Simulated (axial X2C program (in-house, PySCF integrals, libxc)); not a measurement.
# Nuclear properties of SnCl⁺

Computed with an axial X2C code built on PySCF integrals: two-component X2C with atomic mean-field Coulomb and Gaunt terms, Gaussian nuclei, basis Sn dyall-cv3z, Cl dyall-av3z with contracted cores.

R = 2.269 Å (near the PBE0 minimum at charge 1 of the determinant lowest at the starting distance; the state shown can have its own minimum elsewhere).

Determinant lowest in the PBE0 search, Ω = 0 (closed shell), highest spinor 46% Cl p, 27% Sn p, 22% Sn s:

| level | qzz Sn (a.u.) | qzz Cl (a.u.) |
| --- | --- | --- |
| PBE0 | -6.29 | 1.14 |
| HF | -7.02 | 1.32 |
| BP86 | -5.87 | 0.99 |
| TPSSh | -6.11 | 1.09 |
| BHandHLYP | -6.52 | 1.20 |

qzz is the electric field gradient, eQq0 = 234.96 MHz × Q/barn × qzz. The operators were transformed with the bare-nucleus X2C matrices; with these basis sets, hyperfine constants and field gradients can be off by tens of per cent, and where levels differ in sign neither size nor sign is settled.

(1) With Q(35Cl) = -0.08112 barn (Q from Pyykkö, Mol. Phys. 2018), turn the PBE0 values of the first state into constants in MHz.

Each state is one determinant with collinear spin. The search compared states at one distance, so a state with another bond length can lie lower.

Answers

(1) eQq0(35Cl) = 234.96 × (-0.08112) × (1.14) = -21.7 MHz.
